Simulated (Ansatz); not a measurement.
Born–Oppenheimer molecular dynamics of AlFH$_{8}$N$_{2}$Si (13 atoms, charge 0, multiplicity 1). It starts at the highest image of a converged band. Of that band: The profile has 2 maxima (images 4, 6) with wells between them (image 5): this band takes more than one step, which may be the mechanism or a detour left from its start path. Neighbouring images differ by up to 1.6 eV, so the band resolves the path poorly. A vibrational analysis at the climbing image gives 2 clearly imaginary modes (562i, 60i cm⁻¹): a point of higher order. A lower path may pass nearby, or the ends, which weren't checked, may share the extra mode.

The calculation used RKS PBE0-D4/def2-SVP in Ansatz.

| Property | Result |
| --- | --- |
| ensemble | NVE (velocity Verlet) |
| time step | 0.5 fs |
| steps asked | 200 |
| starting velocities drawn for | 300 K |
| seed | 7766 |

First frame:

```xyz
13
Properties=species:S:1:pos:R:3
Al -0.025 0.314 -0.165
F -0.092 -0.307 1.639
N 1.511 0.098 -1.018
H 1.707 -0.649 -1.674
H 2.323 0.695 -0.916
N -1.584 -0.164 -0.857
H -2.422 -0.375 -0.327
H -1.808 -0.090 -1.843
Si 0.181 2.646 1.036
H 0.743 2.952 2.397
H 1.147 3.244 0.055
H -1.115 3.386 0.923
H 0.025 0.766 1.688
```

Problem. What does the run give?

Solution. The run went to its last step.

```yaml
steps_done: 200
time_covered: 100 fs
mean_temperature_over_the_second_half: 1094 K
spread_of_the_potential_energy_over_the_second_half: 10.6 meV per atom
mean_potential_energy_of_the_second_half_above_the_start: -86.8 meV per atom
```

The conserved energy stayed within 0.26 meV per atom of its start (net change 0.077 meV per atom), so the integration is sound. The kinetic energy rose, since the run started high on the potential surface and went downhill. It ends in pieces (AlFH4N2 + H4Si), so much of that is their flight and rotation, not heat. A run of 0.1 ps of so small a system gives no equilibrium averages. The orbitals stay closed-shell, which can raise the energy where a bond breaks towards radicals; this wasn't checked here.

Problem. What happens to the structure?

Solution. Between its relaxed ends the band would form Al1–Si9, F2–H13 and break Si9–H13. These pairs go: Al1–Si9 2.63 → 4.37 Å, F2–H13 1.08 → 4.25 Å, Si9–H13 2.00 → 1.54 Å. In the last frame they stand as before the step (other bonds may differ from the relaxed reactants and products). It ends as AlFH4N2 + H4Si. Pairs count as bonded within 1.25 times the sum of covalent radii (0.12 Å more for H–H). The details hang on the random start.

Problem. How do temperature and energy run in time?

Solution. 
```
time (fs)  T (K)  potential energy less start (eV)  conserved less start (meV/atom)
        0    300                             0.000                             0.00
        5    227                             0.105                             0.08
       10    189                             0.159                             0.08
       15    181                             0.170                             0.12
       20    171                             0.186                             0.17
       25    266                             0.051                             0.20
       30    422                            -0.172                             0.14
       35    617                            -0.449                             0.05
       40    779                            -0.681                            -0.02
       45    914                            -0.873                             0.03
       50   1012                            -1.012                             0.07
       55   1251                            -1.353                            -0.08
       60   1201                            -1.282                            -0.02
       65   1079                            -1.107                             0.09
       70   1156                            -1.218                             0.01
       75   1148                            -1.206                             0.05
       80   1030                            -1.036                             0.18
       85   1179                            -1.249                             0.07
       90   1026                            -1.030                             0.16
       95    939                            -0.907                             0.15
      100    890                            -0.837                             0.08
```

The run took 6.6 min on 4 threads of Arm Neoverse V1, with other jobs on the host, peak memory 0.28 GiB.
